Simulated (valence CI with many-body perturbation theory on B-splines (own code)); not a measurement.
Ho⁵³⁺: what each term of the Hamiltonian does

Computed by relativistic CI+MBPT: four valence electrons over a frozen Dirac-Fock core [Ne], radial functions for each j: 11 s, 11 p, 9 d, 7 f, 5 g, 2 h, 1 i, with the one-electron correlation potential Σ1 (screened to all orders), the two-electron term Σ2, the three-electron term Σ3, Breit, model QED; selected single and double excitations, second order for the rest (own B-spline code, finite nucleus).

The last digits are not significant, and no measured levels were compared; by estimate large intervals hold to a few tenths of a per cent, small ones and those within an open d or f shell to about a per cent.

Each rung adds one term. CI alone is the Dirac-Coulomb CI over the frozen core; QED comes last and gives the full result, which names the levels. Energies are above (3s^2 3p1/2^2) J=0 on the same rung, in eV.

Levels are named by their leading jj configuration (3d3/2^4 stands for four electrons in 3d with j = 3/2), which in mixed levels can hold well under half, so a name can repeat and another be missing. Letters in brackets count levels of one name in rising energy.

```tsv
Level	CI alone	+ Σ1	+ Σ2	+ Σ3	+ Breit	Full
(3s^2 3p1/2 3p3/2) J=1	216.25	216.39	216.51	216.53	213.65	213.95
(3s^2 3p1/2 3p3/2) J=2	225.01	225.15	225.23	225.23	222.00	222.30
(3s 3p1/2^2 3p3/2) J=2	360.80	360.69	360.77	360.84	360.33	357.55
(3s 3p1/2^2 3p3/2) J=1	386.17	386.06	385.89	385.93	385.22	382.76
(3s^2 3p1/2 3d3/2) J=2	412.61	412.52	412.40	412.37	408.39	408.14
(3s^2 3p3/2^2) J=2	447.22	447.51	447.71	447.72	441.84	442.43
(3s^2 3p1/2 3d3/2) J=1	450.14	450.05	449.31	449.17	446.03	445.36
(3s^2 3p3/2^2) J=0	465.01	465.30	465.44	465.42	459.93	460.50
(3s^2 3p1/2 3d5/2) J=2	480.88	480.92	480.55	480.47	475.44	475.22
(3s^2 3p1/2 3d5/2) J=3	482.18	482.23	481.97	481.88	476.19	476.07
(3s 3p1/2^2 3d3/2) J=1	559.97	559.63	559.41	559.40	558.57	555.18
(3s 3p1/2^2 3d3/2) J=2	566.50	566.16	565.90	565.87	564.77	561.38
(3s 3p1/2 3p3/2^2) J=2 [a]	571.61	571.64	571.83	571.89	568.68	566.26
(3s 3p1/2 3p3/2^2) J=3	587.53	587.57	587.70	587.76	583.81	581.44
(3s 3p1/2 3p3/2^2) J=0	597.21	597.24	597.42	597.47	594.32	592.07
(3s 3p1/2 3p3/2^2) J=1 [a]	610.15	610.19	610.14	610.18	606.59	604.40
(3s 3p1/2 3p3/2^2) J=2 [b]	611.54	611.58	611.47	611.51	607.33	605.42
(3s 3p1/2 3p3/2^2) J=1 [b]	620.86	620.89	620.50	620.52	617.38	614.87
(3s 3p1/2^2 3d5/2) J=3	624.90	624.68	624.29	624.24	621.46	618.21
```

Question: How does the ionisation energy move along the ladder, and which term matters most?

Answer: CI alone 5143.2, + Σ1 5144.3, + Σ2 5144.4, + Σ3 5144.2, + Breit 5137.2, + QED 5137.2 eV. The largest step is Breit, -7.0 eV. NIST lists 5135 ± 5 eV (theoretical).
